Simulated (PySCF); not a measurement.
H₃BF₂O₂SSi, singlet, at a GFN2-xTB geometry, with bond 3-1 at 2.4 times its length; PySCF with CASSCF(4,6)/STO-3G.

Input for PySCF:
```python
from pyscf import gto, scf, mcscf
import numpy

mol = gto.M(
    atom='''
Si   -1.396706   -0.088080    0.142042
F    -2.536000    0.251016   -0.910977
F    -0.851278    3.343850    1.834618
S     0.334464   -0.723468   -0.886903
B     1.730878   -0.183296    0.199097
O     1.677448    0.822391    1.085571
O     2.861480   -0.876663    0.025650
H    -1.927256   -0.949518    1.165272
H     0.896302    1.365485    1.181794
H     3.616596   -0.592871    0.542797
''',
    basis='sto-3g',
    charge=0,
    spin=0,
    verbose=4,
)

mf = scf.RHF(mol)
mf.kernel()
mc = mcscf.CASSCF(mf, 6, 4)
mc.fix_spin_(ss=0.0)
mc.conv_tol = 1e-5
mc.kernel()
occ = numpy.linalg.eigvalsh(mc.fcisolver.make_rdm1(mc.ci, mc.ncas, mc.nelecas))[::-1]
ss = mc.fcisolver.spin_square(mc.ci, mc.ncas, mc.nelecas)[0]
print('natural occupations', occ.round(4), ' <S^2>', round(ss, 4))
```

What does PySCF print? Leave out banner, timings and long lists.


```
PySCF version 2.14.0

[INPUT] verbose = 4
[INPUT] num. atoms = 10
[INPUT] num. electrons = 72
[INPUT] charge = 0
[INPUT] spin (= nelec alpha-beta = 2S) = 0
[INPUT] symmetry False subgroup None
[INPUT] Mole.unit = angstrom
[INPUT] Symbol           X                Y                Z      unit          X                Y                Z       unit  Magmom
[...]
nuclear repulsion = 410.898821759288
number of shells = 28
number of NR pGTOs = 138
number of NR cGTOs = 46
basis = sto-3g
ecp = {}

******** <class 'pyscf.scf.hf.RHF'> ********
method = RHF
initial guess = minao
damping factor = 0
level_shift factor = 0
DIIS = <class 'pyscf.scf.diis.CDIIS'>
diis_start_cycle = 1
diis_space = 8
diis_damp = 0
SCF conv_tol = 1e-09
SCF conv_tol_grad = None
SCF max_cycles = 50
direct_scf = True
direct_scf_tol = 1e-13
Set gradient conv threshold to 3.16228e-05
Initial guess from minao.
init E= -1048.70683266954
[...]
cycle= 1 E= -1048.12152901416  delta_E= 0.585  |g|=  0.7  |ddm|= 3.88

WARN: HOMO 0.188694365567001 == LUMO 0.189315778196616

cycle= 2 E= -1047.77742005775  delta_E= 0.344  |g|= 0.858  |ddm|= 3.73
[...]
cycle= 3 E= -1048.31995883253  delta_E= -0.543  |g|= 0.147  |ddm|= 3.52
[...]
cycle= 4 E= -1047.96619212971  delta_E= 0.354  |g|= 0.335  |ddm|= 3.39
[...]
cycle= 5 E= -1048.32895720541  delta_E= -0.363  |g|= 0.123  |ddm|= 3.38
[...]
cycle= 6 E= -1048.07633870833  delta_E= 0.253  |g|= 0.392  |ddm|= 3.21
[...]
cycle= 7 E= -1048.20086735105  delta_E= -0.125  |g|= 0.448  |ddm|= 0.56
[...]
cycle= 8 E= -1048.11412584237  delta_E= 0.0867  |g|= 0.433  |ddm|= 0.362
[...]
cycle= 9 E= -1048.06660998954  delta_E= 0.0475  |g|=  0.4  |ddm|= 0.252
[...]
cycle= 10 E= -1048.46149239482  delta_E= -0.395  |g|= 0.0615  |ddm|= 2.05
[...]
cycle= 11 E= -1048.44945559207  delta_E= 0.012  |g|= 0.141  |ddm|= 0.244
[...]
cycle= 12 E= -1048.46050516412  delta_E= -0.011  |g|= 0.0741  |ddm|= 0.195
[...]
cycle= 13 E= -1048.4471492433  delta_E= 0.0134  |g|= 0.153  |ddm|= 0.257
[...]
cycle= 14 E= -1048.4538581813  delta_E= -0.00671  |g|= 0.121  |ddm|= 0.0915
[...]
cycle= 15 E= -1048.46500277336  delta_E= -0.0111  |g|= 0.024  |ddm|= 0.281
[...]
cycle= 16 E= -1048.46579652134  delta_E= -0.000794  |g|= 0.00669  |ddm|= 0.108
[...]
cycle= 17 E= -1048.46539076473  delta_E= 0.000406  |g|= 0.0244  |ddm|= 0.0686
[...]
cycle= 18 E= -1048.46640696595  delta_E= -0.00102  |g|= 0.0204  |ddm|= 0.225
[...]
cycle= 19 E= -1048.46713107524  delta_E= -0.000724  |g|= 0.0238  |ddm|= 0.233
[...]
cycle= 20 E= -1048.46763418928  delta_E= -0.000503  |g|= 0.00754  |ddm|= 0.0886
[...]
cycle= 21 E= -1048.33186435479  delta_E= 0.136  |g|= 0.38  |ddm|= 1.47
[...]
cycle= 22 E= -1048.32771945608  delta_E= 0.00414  |g|= 0.384  |ddm|= 0.0218
[...]
cycle= 23 E= -1048.33528251726  delta_E= -0.00756  |g|= 0.377  |ddm|= 0.0353
[...]
cycle= 24 E= -1048.32080248627  delta_E= 0.0145  |g|= 0.39  |ddm|= 0.0747
[...]
cycle= 25 E= -1048.3534132152  delta_E= -0.0326  |g|= 0.357  |ddm|= 0.173
[...]
cycle= 26 E= -1048.40924020712  delta_E= -0.0558  |g|= 0.27  |ddm|= 0.333
[...]
cycle= 27 E= -1048.46837032618  delta_E= -0.0591  |g|= 0.00532  |ddm|= 0.932
[...]
cycle= 28 E= -1048.43130206518  delta_E= 0.0371  |g|= 0.218  |ddm|= 0.981
[...]
cycle= 29 E= -1048.46851900888  delta_E= -0.0372  |g|= 0.0137  |ddm|= 0.928
[...]
cycle= 30 E= -1048.42422842974  delta_E= 0.0443  |g|= 0.238  |ddm|= 1.08
[...]
cycle= 31 E= -1048.4422318179  delta_E= -0.018  |g|= 0.186  |ddm|= 0.172
[...]
cycle= 32 E= -1048.45076998948  delta_E= -0.00854  |g|= 0.155  |ddm|= 0.0885
[...]
cycle= 33 E= -1048.4614158566  delta_E= -0.0106  |g|= 0.104  |ddm|= 0.153
[...]
cycle= 34 E= -1048.47002843704  delta_E= -0.00861  |g|= 0.00517  |ddm|= 0.301
[...]
cycle= 35 E= -1048.46801320309  delta_E= 0.00202  |g|= 0.0551  |ddm|= 0.446
[...]
cycle= 36 E= -1048.46748529031  delta_E= 0.000528  |g|= 0.0619  |ddm|=  0.1
[...]
cycle= 37 E= -1048.45994357993  delta_E= 0.00754  |g|= 0.114  |ddm|= 0.157
[...]
cycle= 38 E= -1048.46978407515  delta_E= -0.00984  |g|= 0.0325  |ddm|= 0.258
[...]
cycle= 39 E= -1048.47038935521  delta_E= -0.000605  |g|= 0.019  |ddm|= 0.166
[...]
cycle= 40 E= -1048.47058180185  delta_E= -0.000192  |g|= 0.0123  |ddm|= 0.104
[...]
cycle= 41 E= -1048.47070273177  delta_E= -0.000121  |g|= 0.00325  |ddm|= 0.0331
[...]
cycle= 42 E= -1048.47070982498  delta_E= -7.09e-06  |g|= 0.00156  |ddm|= 0.0149
[...]
cycle= 43 E= -1048.47070916073  delta_E= 6.64e-07  |g|= 0.00178  |ddm|= 0.00093
[...]
cycle= 44 E= -1048.47071200057  delta_E= -2.84e-06  |g|= 9e-05  |ddm|= 0.00567
[...]
cycle= 45 E= -1048.47071216641  delta_E= -1.66e-07  |g|= 0.000212  |ddm|= 0.00536
[...]
cycle= 46 E= -1048.47071234631  delta_E= -1.8e-07  |g|= 6.32e-05  |ddm|= 0.012
[...]
cycle= 47 E= -1048.47071239537  delta_E= -4.91e-08  |g|= 3.81e-05  |ddm|= 0.00257
[...]
cycle= 48 E= -1048.4707124896  delta_E= -9.42e-08  |g|= 8.12e-06  |ddm|= 0.00712
[...]
cycle= 49 E= -1048.47071249298  delta_E= -3.38e-09  |g|= 5.97e-06  |ddm|= 0.0015
[...]
cycle= 50 E= -1048.47071249303  delta_E= -4.64e-11  |g|= 1.34e-06  |ddm|= 0.000148
[...]
Extra cycle  E= -1048.47071249302  delta_E= 6.82e-12  |g|= 3.2e-06  |ddm|= 1.33e-05
converged SCF energy = -1048.47071249302

******** <class 'pyscf.mcscf.mc1step.CASSCF'> ********
CAS (2e+2e, 6o), ncore = 34, nvir = 6
max_cycle_macro = 50
max_cycle_micro = 4
conv_tol = 1e-05
conv_tol_grad = None
orbital rotation max_stepsize = 0.02
orbital rotation threshold for CI restart = 0.01
augmented hessian ah_max_cycle = 30
augmented hessian ah_conv_tol = 1e-12
augmented hessian ah_linear dependence = 1e-14
augmented hessian ah_level shift = 1e-08
augmented hessian ah_start_tol = 2.5
augmented hessian ah_start_cycle = 3
augmented hessian ah_grad_trust_region = 3
kf_trust_region = 3
kf_interval = 4
ci_response_space = 4
ci_grad_trust_region = 3
with_dep4 0
natorb = False
canonicalization = True
sorting_mo_energy = False
ao2mo_level = 2
internal_rotation = False
******** <class 'pyscf.fci.addons.SpinPenaltyFCISolver'> ********
max. cycles = 50
conv_tol = 1e-08
davidson only = True
linear dependence = 1e-12
level shift = 0.001
max iter space = 12
nroots = 1
pspace_size = 400
spin = None
CASCI E = -1048.71705152509  S^2 = 0.0000000
Set conv_tol_grad to 0.00316228
macro iter   1 ( 20 JK    4 micro), CASSCF E = -1048.72414180247  dE = -7.09027737e-03  S^2 = 0.0000000
               |grad[o]|=0.0706  |grad[c]|=0.0129  |ddm|=0.0211  |maxRot[o]|=0.0907
macro iter   2 ( 21 JK    4 micro), CASSCF E = -1048.72607866566  dE = -1.93686319e-03  S^2 = 0.0000000
               |grad[o]|=0.0161  |grad[c]|=0.0209  |ddm|=0.00997  |maxRot[o]|=0.152
macro iter   3 ( 21 JK    4 micro), CASSCF E = -1048.72870404810  dE = -2.62538244e-03  S^2 = 0.0000000
               |grad[o]|=0.012  |grad[c]|=0.0153  |ddm|=0.00777  |maxRot[o]|=0.131
macro iter   4 ( 21 JK    4 micro), CASSCF E = -1048.72924525426  dE = -5.41206162e-04  S^2 = 0.0000000
               |grad[o]|=0.0102  |grad[c]|=0.021  |ddm|=0.00699  |maxRot[o]|=0.0897
macro iter   5 ( 21 JK    4 micro), CASSCF E = -1048.72964216653  dE = -3.96912270e-04  S^2 = 0.0000000
               |grad[o]|=0.00678  |grad[c]|=0.0186  |ddm|=0.0118  |maxRot[o]|=0.104
macro iter   6 ( 21 JK    4 micro), CASSCF E = -1048.73039472366  dE = -7.52557129e-04  S^2 = 0.0000000
               |grad[o]|=0.00608  |grad[c]|=0.0243  |ddm|=0.0153  |maxRot[o]|=0.141
macro iter   7 ( 21 JK    4 micro), CASSCF E = -1048.73048637135  dE = -9.16476897e-05  S^2 = 0.0000000
               |grad[o]|=0.00593  |grad[c]|=0.0158  |ddm|=0.00813  |maxRot[o]|=0.123
macro iter   8 ( 21 JK    4 micro), CASSCF E = -1048.73053345148  dE = -4.70801276e-05  S^2 = 0.0000000
               |grad[o]|=0.00574  |grad[c]|=0.0158  |ddm|=0.00843  |maxRot[o]|=0.115
macro iter   9 ( 21 JK    4 micro), CASSCF E = -1048.73052616302  dE =  7.28845521e-06  S^2 = 0.0000000
               |grad[o]|=0.00569  |grad[c]|=0.0161  |ddm|=0.0083  |maxRot[o]|=0.0835
macro iter  10 ( 21 JK    4 micro), CASSCF E = -1048.73163561136  dE = -1.10944834e-03  S^2 = 0.0000000
               |grad[o]|=0.0057  |grad[c]|=0.00923  |ddm|=0.00545  |maxRot[o]|=0.0593
macro iter  11 ( 21 JK    4 micro), CASSCF E = -1048.73311758637  dE = -1.48197501e-03  S^2 = 0.0000000
               |grad[o]|=0.00554  |grad[c]|=0.00566  |ddm|=0.00252  |maxRot[o]|=0.0921
macro iter  12 ( 11 JK    2 micro), CASSCF E = -1048.73401764930  dE = -9.00062933e-04  S^2 = 0.0000000
               |grad[o]|=0.00482  |grad[c]|=0.00718  |ddm|=0.00335  |maxRot[o]|=0.079
macro iter  13 ( 11 JK    2 micro), CASSCF E = -1048.73466037305  dE = -6.42723750e-04  S^2 = 0.0000000
               |grad[o]|=0.0039  |grad[c]|=0.00624  |ddm|=0.00297  |maxRot[o]|=0.122
macro iter  14 ( 16 JK    3 micro), CASSCF E = -1048.73504716102  dE = -3.86787968e-04  S^2 = 0.0000000
               |grad[o]|=0.0029  |grad[c]|=0.00407  |ddm|=0.00269  |maxRot[o]|=0.219
macro iter  15 ( 11 JK    2 micro), CASSCF E = -1048.73519309905  dE = -1.45938029e-04  S^2 = 0.0000000
               |grad[o]|=0.00196  |grad[c]|=0.00167  |ddm|=0.0014  |maxRot[o]|=0.153
macro iter  16 (  6 JK    1 micro), CASSCF E = -1048.73524384508  dE = -5.07460281e-05  S^2 = 0.0000000
               |grad[o]|=0.00141  |grad[c]|=0.00123  |ddm|=0.000681  |maxRot[o]|=0.0784
macro iter  17 (  6 JK    1 micro), CASSCF E = -1048.73528149357  dE = -3.76484913e-05  S^2 = 0.0000000
               |grad[o]|=0.00114  |grad[c]|=0.00115  |ddm|=0.000606  |maxRot[o]|=0.0791
macro iter  18 (  6 JK    1 micro), CASSCF E = -1048.73530683572  dE = -2.53421529e-05  S^2 = 0.0000000
               |grad[o]|=0.000885  |grad[c]|=0.00107  |ddm|=0.000573  |maxRot[o]|=0.0795
macro iter  19 (  6 JK    1 micro), CASSCF E = -1048.73532274997  dE = -1.59142503e-05  S^2 = 0.0000000
               |grad[o]|=0.000639  |grad[c]|=0.00105  |ddm|=0.000522  |maxRot[o]|=0.0797
macro iter  20 (  4 JK    1 micro), CASSCF E = -1048.73532747506  dE = -4.72508827e-06  S^2 = 0.0000000
               |grad[o]|=0.000414  |grad[c]|=0.000544  |ddm|=0.00026  |maxRot[o]|=0.0399
macro iter  21 (  1 JK    1 micro), CASSCF E = -1048.73532747602  dE = -9.59062163e-10  S^2 = 0.0000000
               |grad[o]|=0.000274  |grad[c]|=3.1e-05  |ddm|=3.73e-05  |maxRot[o]|=    0
1-step CASSCF converged in  21 macro (308 JK  59 micro) steps
CASSCF canonicalization
Density matrix diagonal elements [1.97307807 1.02109168 0.98102556 0.00527184 0.01667738 0.00285546]
CASSCF energy = -1048.73532747602
CASCI E = -1048.73532747602  E(CI) = -3.11647387968219  S^2 = 0.0000000
natural occupations [1.9779e+00 1.0199e+00 9.7990e-01 2.0400e-02 1.6000e-03 3.0000e-04]  <S^2> 0.0
```
